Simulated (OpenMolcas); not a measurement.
Pt5+: from CASSCF to CASPT2

```yaml
Program: OpenMolcas
Basis: ANO-RCC-VTZP [8s7p5d3f1g]
Scalar_Hamiltonian: DKH2, point nucleus
Active_space: 5 electrons in 5 orbitals (5d)
State_averaging: 2S+1 = 6 even, 1 root; 2S+1 = 4 even, 24 roots kept (CI in the orbitals of an earlier block); 2S+1 = 2 even, 75 roots kept (CI in the orbitals of an earlier block)
Spin-orbit_coupling: state interaction with AMFI integrals over the reference wave functions, term energies averaged over their components
```

Methods on the same reference wave functions:
A. CASSCF
B. SS-CASPT2, IPEA 0.25 Eh, imaginary shift 0.1 Eh (closed shells correlated: 5s 5p)
C. MS-CASPT2, IPEA 0.25 Eh, imaginary shift 0.1 Eh (closed shells correlated: 5s 5p)

Energies in cm-1 above 5d5 6S 5/2.

```
               Level       A       B       C
          5d5 6S 5/2     0.0     0.0     0.0
   5d5 4G 7/2 [59 %]   29167   25760   25760
  5d5 4G 11/2 [75 %]   30449   27560   27560
          5d5 4G 9/2   31919   28870   28870
   5d5 4P 1/2 [59 %]   34780   30700   30700
   5d5 4D 7/2 [59 %]   39021   34780   34780
  5d5 2I 11/2 [70 %]   44116   41050   41050
   5d5 4D 1/2 [66 %]   44646   40270   40270
         5d5 2I 13/2   48438   45440   45440
   5d5 4F 3/2 [52 %]   49065   44070   44070
   5d5 2H 9/2 [51 %]   56971   52280   52280
5d5 2G 7/2(1) [53 %]   59467   53520   53520
5d5 2F 7/2(1) [61 %]   63643   58590   58590
  5d5 2H 11/2 [69 %]   67653   63880   63880
          5d5 2S 1/2   68797   60590   60590
       5d5 2D 3/2(2)   76473   68490   68490
       5d5 2G 9/2(2)   84562   76190   76190
       5d5 2G 7/2(2)   87549   79310   79310
          5d5 2P 3/2   97084   84800   84800
          5d5 2P 1/2  102825   90830   90830
       5d5 2D 5/2(3)  110452   98630   98630
       5d5 2D 3/2(3)  113927  101850  101850
```

Between B and C no level of the table moves by more than 5 cm-1.

From A to B the spin-free energies of the other terms of 5d5 shown, above 6S, scale by factors of 0.86 to 0.91, as is usual when dynamic correlation screens the repulsion within a d or f shell.

The lowest spin-free term lies below A's lowest term by 0.287 hartree in B, 0.287 hartree in C.

CASPT2 does not keep the components of a term degenerate, so their means are used; among the terms shown or strongly mixed into the levels shown the widest spread is 370 cm-1 (5d5 4G, C). Terms from blocks run as CI alone lack orbitals of their own. Without dynamic correlation excited terms often stand tens of per cent too high (terms of higher spin than the ground term too low), and those without a measured partner can miss by more than the paired ones (holds for A). Blocks of more than 70 roots (2S+1 = 2 even) ran without multistate coupling (holds for C). Only configurations of the active space appear. Levels that lie high or do not pair safely by name in every column are left out.

A share in square brackets marks a mixed level and gives the weight of the term that names it, the lowest over the columns. A number in round brackets counts repeated terms of one configuration in the order of the reference energies.
